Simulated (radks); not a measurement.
Q: Species: Rb II. Configuration: [Ar] 3d10 4s2 5s(up 0.5, down 0.5) 4p(up 3, down 2) (fractional occupations, a model configuration). Method: scalar-relativistic Kohn-Sham, PBE, spin-polarised, spherical densities, finite nucleus; Fermi nuclear charge, rms radius 4.2036 fm; computed with a radial shooting solver on a logarithmic mesh with Libxc functionals. Some entries of the table are withheld. Estimate them.

| orbital | occ. | eigenvalue (eV) | <r^2> (bohr^2) | r(max) (bohr) |
|---|---|---|---|---|
| 1s up | 1 | -15046.44 | 0.002188 | 0.02629 |
| 1s down | 1 | -15046.34 | 0.002187 | 0.02629 |
| 2s up | 1 | -2020.952 | 0.03729 | 0.1496 |
| 2s down | 1 | -2020.898 | 0.03729 | 0.1496 |
| 2p up | 3 | -1793.035 | 0.02943 | 0.1196 |
| 2p down | 3 | -1792.944 | 0.02943 | 0.1196 |
| 3s up | 1 | -310.6250 | 0.2993 | 0.4509 |
| 3s down | 1 | -310.5088 | 0.2993 | 0.4509 |
| 3p up | 3 | -237.5088 | 0.3144 | 0.4464 |
| 3p down | 3 | -237.3783 | 0.3142 | 0.4464 |
| 3d up | 5 | -116.5917 | 0.3377 | 0.3931 |
| 3d down | 5 | -116.4381 | 0.3368 | 0.3931 |
| 4s up | 1 | -43.6081 | 2.310 | 1.252 |
| 4s down | 1 | -42.6194 | 2.317 | 1.249 |
| 4p up | 3 | (1) | 3.124 | (2) |
| 4p down | 2 | (3) | 3.167 | (4) |
| 5s up | 0.5 | -8.1442 | 18.13 | 3.552 |
| 5s down | 0.5 | -7.9918 | 18.59 | 3.598 |

A: 
(1) 4p up eigenvalue (eV): -27.0609
(2) 4p up r(max) (bohr): 1.402
(3) 4p down eigenvalue (eV): -26.1049
(4) 4p down r(max) (bohr): 1.402
